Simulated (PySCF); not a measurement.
## Run record: C11H18BF4N

The script drives PySCF SCF with an in-house response code with single-precision fitted integrals, so total energies wander by about 1e-6 Eh between cycles (the fitting error itself is about 1e-3 Eh and cancels in differences); atoms count from 0. Kgrid is the grid level of the response kernel; vcut the energy (Eh) above which virtual orbitals leave the response; delta the states run by ΔSCF (the anion only where the lumo is low enough to bind); pop asks for populations, which are stored and not printed; grid is the SCF grid level (2 if not given).

The basis has no diffuse functions, so the polarisability comes out too low.

Job and coordinates (Å):

```
{"job": {"kind": "uv", "basis": "6-31G*", "grid": 1, "kgrid": 0, "vcut": null, "nstates": 8, "ntriplets": 3, "tda": false, "delta": ["ip_vertical"], "pop": true, "xc": "CAM-B3LYP"}, "charge": 0, "multiplicity": 1}
C     -5.015689     0.061941     0.608819
C     -3.890858     0.138355    -0.415925
C     -2.521637     0.052325     0.253688
C     -1.376077     0.139743    -0.752351
C     -0.022827     0.029927    -0.053849
C      1.133725     0.147063    -1.047899
N      2.402533     0.044698    -0.355830
C      2.978636     1.146780     0.124840
C      4.186712     1.089915     0.786731
C      4.813232    -0.137012     0.945515
C      4.194907    -1.271192     0.441347
C      2.987314    -1.144710    -0.212509
F      3.284485     1.521937    -2.541840
B      4.096945     0.437152    -2.903003
F      3.292384    -0.710683    -2.841276
F      5.079773     0.311127    -1.924779
F      4.625882     0.602686    -4.139711
H     -4.940414     0.882839     1.318629
H     -5.984874     0.118957     0.120201
H     -4.964334    -0.873450     1.161927
H     -3.965783     1.076055    -0.970273
H     -3.995583    -0.677906    -1.133542
H     -2.449562    -0.890929     0.800837
H     -2.426301     0.863394     0.979970
H     -1.433467     1.087839    -1.289439
H     -1.473596    -0.660893    -1.487494
H      0.060618     0.819810     0.697122
H      0.037056    -0.929829     0.465754
H      1.085397    -0.640801    -1.800628
H      1.105890     1.104674    -1.569861
H      2.482502     2.084866    -0.069456
H      4.647657     2.000671     1.131477
H      5.779064    -0.203330     1.419884
H      4.661821    -2.239624     0.513997
H      2.500874    -1.991553    -0.671115
```

Command:

```bash
OMP_NUM_THREADS=1 python large_run.py task.json out
```

Q: What does the program print?

A: 
```
start: PBE on a coarse grid of 28048 points
cycle   1  E = -907.8854556694  dE =  1.896e+00  |g| = 1.268e+00  |ddm| = 5.506e+00
cycle   2  E = -905.3415484706  dE =  2.544e+00  |g| = 3.238e+00  |ddm| = 4.163e+00
cycle   3  E = -908.0419773240  dE = -2.700e+00  |g| = 8.135e-01  |ddm| = 3.591e+00
cycle   4  E = -908.1986135936  dE = -1.566e-01  |g| = 1.591e-01  |ddm| = 8.254e-01
cycle   5  E = -908.1960792002  dE =  2.534e-03  |g| = 2.008e-01  |ddm| = 3.938e-01
cycle   6  E = -908.2049341484  dE = -8.855e-03  |g| = 5.743e-02  |ddm| = 2.155e-01
cycle   7  E = -908.2056125889  dE = -6.784e-04  |g| = 2.283e-02  |ddm| = 6.963e-02
cycle   8  E = -908.2057392778  dE = -1.267e-04  |g| = 4.415e-03  |ddm| = 2.440e-02
final grid: 121977 points
cycle   9  E = -908.7806523311  dE = -1.053e-02  |g| = 7.870e-02  |ddm| = 3.561e-01
cycle  10  E = -908.7809492623  dE = -2.969e-04  |g| = 7.386e-02  |ddm| = 9.962e-02
cycle  11  E = -908.7818207265  dE = -8.715e-04  |g| = 6.639e-03  |ddm| = 4.540e-02
cycle  12  E = -908.7818313371  dE = -1.061e-05  |g| = 2.530e-03  |ddm| = 8.442e-03
cycle  13  E = -908.7818336722  dE = -2.335e-06  |g| = 8.155e-04  |ddm| = 3.337e-03
cycle  14  E = -908.7818318305  dE =  1.842e-06  |g| = 2.666e-04  |ddm| = 8.633e-04
cycle  15  E = -908.7818321170  dE = -2.865e-07  |g| = 1.217e-04  |ddm| = 4.554e-04
cycle  16  E = -908.7818342001  dE = -2.083e-06  |g| = 3.232e-05  |ddm| = 1.867e-04
converged SCF energy = -908.7818342001

Static polarisability (au): isotropic 127.772, principal 101.053 120.606 161.656

Singlet excitations
state   eV       nm        f      main configurations
  1   5.2533    236.0   0.04387   H-1->L 0.41, H-3->L 0.34, H-2->L 0.08
  2   5.3454    231.9   0.00108   H-2->L 0.87, H-1->L 0.10
  3   5.3804    230.4   0.00639   H->L 0.84
  4   5.7581    215.3   0.00587   H-3->L 0.51, H-1->L 0.33
  5   6.2667    197.8   0.00918   H-4->L 0.27, H-7->L 0.22, H-2->L+1 0.22
  6   6.3902    194.0   0.01687   H->L+1 0.42, H-6->L 0.21
  7   6.4051    193.6   0.01866   H->L+1 0.34, H-6->L 0.24, H-1->L+1 0.13
  8   6.4294    192.8   0.00483   H-2->L+1 0.60, H-4->L 0.18, H-6->L 0.09

Triplet excitations (Tamm-Dancoff, eV): 4.0559 4.2537 4.7550
```

The run took 5.5 min of wall time on 1 thread of Arm Neoverse N1 (shared host), peak memory 0.68 GiB.
